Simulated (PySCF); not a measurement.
Isomers of C3H9NOSi, mass 103.045 u with the commonest isotopes. Method: PBE0-D3(BJ)/def2-SVP geometry optimisation, gas phase (PySCF). One conformer each, none proved a minimum here; rigid rotors.

Problem. Order these by rotational constant A, smallest first.
A. `[CH3:1][N:2]([CH3:3])[SiH2:4][CH:5]=[O:6]` with C1–N2–Si4–C5 -57°, N2–Si4–C5–O6 148°
B. `[OH:1][Si@H:2]1[CH2:3][CH2:4][CH2:5][NH:6]1` with H–O1–Si2–C3 -63°, O1–Si2–C3–C4 99°, Si2–C3–C4–C5 37°, C3–C4–C5–N6 -41°, C4–C5–N6–Si2 25°
C. `[CH2:1]=[N:2][SiH2:3][CH2:4][O:5][CH3:6]` with C1–N2–Si3–C4 121°, N2–Si3–C4–O5 -170°, Si3–C4–O5–C6 -73°
D. `[CH2:1]=[N:2][SiH2:3][O:4][CH2:5][CH3:6]` with C1–N2–Si3–O4 124°, N2–Si3–O4–C5 58°, Si3–O4–C5–C6 -171°
E. `[CH3:1][N:2]([CH3:3])[C:4](=[O:5])[SiH3:6]` with C1–N2–C4–O5 179°

Solution. E (4355 MHz), B (4940 MHz), A (5966 MHz), D (6531 MHz), C (9798 MHz).

Problem. Order these by rotational constant C, largest first.
A. `[CH2:1]=[N:2][SiH2:3][CH2:4][O:5][CH3:6]` with C1–N2–Si3–C4 121°, N2–Si3–C4–O5 -170°, Si3–C4–O5–C6 -73°
B. `[CH3:1][N:2]([CH3:3])[C:4](=[O:5])[SiH3:6]` with C1–N2–C4–O5 179°
C. `[CH2:1]=[N:2][SiH2:3][O:4][CH2:5][CH3:6]` with C1–N2–Si3–O4 124°, N2–Si3–O4–C5 58°, Si3–O4–C5–C6 -171°
D. `[CH3:1][N:2]([CH3:3])[SiH2:4][CH:5]=[O:6]` with C1–N2–Si4–C5 -57°, N2–Si4–C5–O6 148°
E. `[OH:1][Si@H:2]1[CH2:3][CH2:4][CH2:5][NH:6]1` with H–O1–Si2–C3 -63°, O1–Si2–C3–C4 99°, Si2–C3–C4–C5 37°, C3–C4–C5–N6 -41°, C4–C5–N6–Si2 25°

Solution. E (1957 MHz), B (1485 MHz), D (1323 MHz), C (1237 MHz), A (1153 MHz).

Problem. Order these by radius of gyration √(Σ m r²/M), smallest first.
A. `[OH:1][Si@H:2]1[CH2:3][CH2:4][CH2:5][NH:6]1` with H–O1–Si2–C3 -63°, O1–Si2–C3–C4 99°, Si2–C3–C4–C5 37°, C3–C4–C5–N6 -41°, C4–C5–N6–Si2 25°
B. `[CH3:1][N:2]([CH3:3])[SiH2:4][CH:5]=[O:6]` with C1–N2–Si4–C5 -57°, N2–Si4–C5–O6 148°
C. `[CH2:1]=[N:2][SiH2:3][O:4][CH2:5][CH3:6]` with C1–N2–Si3–O4 124°, N2–Si3–O4–C5 58°, Si3–O4–C5–C6 -171°
D. `[CH2:1]=[N:2][SiH2:3][CH2:4][O:5][CH3:6]` with C1–N2–Si3–C4 121°, N2–Si3–C4–O5 -170°, Si3–C4–O5–C6 -73°
E. `[CH3:1][N:2]([CH3:3])[C:4](=[O:5])[SiH3:6]` with C1–N2–C4–O5 179°

Solution. A (1.666 Å), E (1.834 Å), B (1.969 Å), C (2.031 Å), D (2.099 Å).

| SMILES | point group | Ia (u·Å²) | Ib (u·Å²) | Ic (u·Å²) | κ | μa (D) | μb (D) | μc (D) |
| --- | --- | --- | --- | --- | --- | --- | --- | --- |
| C=N[SiH2]COC | C1 | 51.58 | 418.33 | 438.30 | -0.99 | 0.63 | 0.36 | 0.14 |
| O[Si@H]1CCCN1 | C1 | 102.30 | 211.24 | 258.19 | -0.71 | 1.77 | 0.57 | 0.90 |
| CN(C)[SiH2]C=O | C1 | 84.71 | 332.37 | 382.05 | -0.91 | 3.02 | 0.24 | 0.61 |
| CN(C)C(=O)[SiH3] | – | 116.03 | 236.62 | 340.32 | -0.55 | 1.50 | 3.21 | 0.01 |
| C=N[SiH2]OCC | C1 | 77.38 | 364.38 | 408.44 | -0.94 | 0.78 | 0.47 | 0.06 |
